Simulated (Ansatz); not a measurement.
`C[SiH](N)Cl` + Cl• → `C[Si](N)Cl`• + HCl at 400 K and 1 bar (hydrogen abstraction from the Si–H bond).

Computed with Ansatz on PBE0-D4/def2-TZVP structures; ΔE is electronic, products minus reactants. CCSD(T)/CBS is the MP2 limit (def2-TZVPP, def2-QZVPP) plus CCSD(T) − MP2 in def2-TZVPP, frozen cores. This one scheme is used for every species, atoms too. No spin–orbit coupling; open shells (•) take unrestricted orbitals. Spin–orbit coupling would lower the free atoms: a little for Cl. Each species was taken in one conformer, which may not be the lowest.

```json
{"species": "`C[SiH](N)Cl`", "CCSD(T)/CBS energy (Eh)": "-845.32705", "H − E (kJ/mol)": "224.7", "S (J/(mol·K))": "364.1"}
{"species": "Cl•", "CCSD(T)/CBS energy (Eh)": "-459.70966", "H − E (kJ/mol)": "8.3", "S (J/(mol·K))": "174.4"}
{"species": "`C[Si](N)Cl`•", "CCSD(T)/CBS energy (Eh)": "-844.66855", "H − E (kJ/mol)": "199.2", "S (J/(mol·K))": "371.1"}
{"species": "HCl", "CCSD(T)/CBS energy (Eh)": "-460.38127", "H − E (kJ/mol)": "29.6", "S (J/(mol·K))": "195.4"}
```

H − E and S are ideal-gas, rigid-rotor, harmonic terms from PBE0-D4/def2-TZVP, for one conformer and one mirror image of each species, with the whole ground term of open shells counted as degenerate. 1 Eh = 2625.50 kJ/mol, R = 8.31446 J/(mol·K).

**Question.** By hand: ΔE, ΔH, ΔS and ΔG.

**Answer.** ΔE = (-844.66855) + (-460.38127) − (-845.32705) − (-459.70966) = -0.01311 Eh = -34.4 kJ/mol. Δ(H − E) = 199.2 + 29.6 − 224.7 − 8.3 = -4.2, so ΔH = -38.6 kJ/mol. ΔS = 371.1 + 195.4 − 364.1 − 174.4 = 28.0 J/(mol·K). ΔG = -38.6 − 400 × (28.0)/1000 = -49.8 kJ/mol.

**Question.** By hand: the equilibrium constant, and the temperature at which ΔG would vanish if ΔH and ΔS stayed fixed.

**Answer.** log₁₀ K = −ΔG/(RT ln 10) = 6.5. ΔH and −TΔS have one sign here, so there is no such temperature.

ΔH outweighs TΔS. A doubt of 5 kJ/mol in ΔE shifts log₁₀ K by 0.7 here. Other conformers and mirror images would add mixing entropy, several J/(mol·K) or more a flexible species. These are equilibria of isolated gas molecules and say nothing of rates. Largest T1 diagnostic: 0.012 (customary marks: 0.02 for closed shells, 0.045 for open ones).
